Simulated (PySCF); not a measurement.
## Exercise with solution: entropy of an ideal gas

GaH, SMILES [GaH] (connectivity only; charge and spin as stated), neutral, multiplicity 1.

The structure is a stationary point at B3LYP-D3(BJ)/def2-TZVPD.

PySCF with B3LYP-D3(BJ)/def2-TZVPD gives the harmonic wavenumbers 1563 cm⁻¹ and the rotational temperature 8.5609 K. The molar mass is 70.73 g/mol, the symmetry number 1, the spin multiplicity 1.

Question: Work out the entropy at 298.15 K and 1 atm in the rigid-rotor, harmonic-oscillator model.

Answer: 
Translation (Sackur–Tetrode at 1 atm): S = R[1.5 ln M + 2.5 ln T − 1.16487] = 161.9 J/(mol K).
Rotation: q = T/(σ θ) = 34.8, S = R[ln q + 1] = 37.8 J/(mol K).
Vibration: with u = 1.4388 ν/T, each mode gives R[u/(e^u − 1) − ln(1 − e^−u)]:
```json
[
 {"ν (cm⁻¹)": "1563", "modes": "1", "u": "7.54", "S (J/(mol K))": "0.04"}
]
```
These are all the modes. Sum 0.0 J/(mol K).
Spin: R ln 1 = 0.0 J/(mol K).
Total 199.7 J/(mol K); the program's own thermochemistry gives 199.7. Translation makes up 81 % and vibration 0 %. Anharmonicity, hindered rotation and orbital degeneracy are left out.
